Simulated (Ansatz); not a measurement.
Correlation energies of `OBO[SiH2][SiH3]` by basis set

Cartesian coordinates in Å:
```
O -2.5857 -1.7433 0.3266
B -1.4169 -1.0632 0.3065
O -1.1831 -0.1206 -0.6469
Si 0.1202 0.8628 -0.9373
Si 1.8591 0.5423 0.6042
H -3.1763 -1.4743 -0.3846
H -0.6056 -1.3213 1.1517
H 0.5965 0.5826 -2.3177
H -0.3583 2.2697 -0.8887
H 1.4127 0.8453 1.9898
H 2.3724 -0.8523 0.5526
H 2.9650 1.4724 0.2439
```

Total charge 0; spin multiplicity 1. The structure was optimised at the PBE0-D4/def2-TZVP level. It is one conformer, not always the lowest. Frozen core, restricted reference, Ansatz 0.2.0. CBS rows extrapolate triple and quadruple zeta; past MP2 they add the triple-zeta difference.

```csv
basis,HF (Eh),MP2 corr.,CCSD corr.,(T),CCSD(T) total
def2-SVP,-756.17140,?,?,?,?
def2-TZVPP,-756.59726,-0.82165,-0.87369,-0.03084,-757.50179
def2-QZVPP,?,-0.88553,–,–,–
CBS(def2),-756.62797,-0.93284,-0.98488,as TZ,-757.64369
```

Q: Fill in the withheld values. (An estimate is asked.)

A: Ansatz gave: def2-SVP MP2 corr.: -0.65083; def2-SVP CCSD corr.: -0.70903; def2-SVP (T): -0.01720; def2-SVP CCSD(T) total: -756.89763; def2-QZVPP HF (Eh): -756.62426.
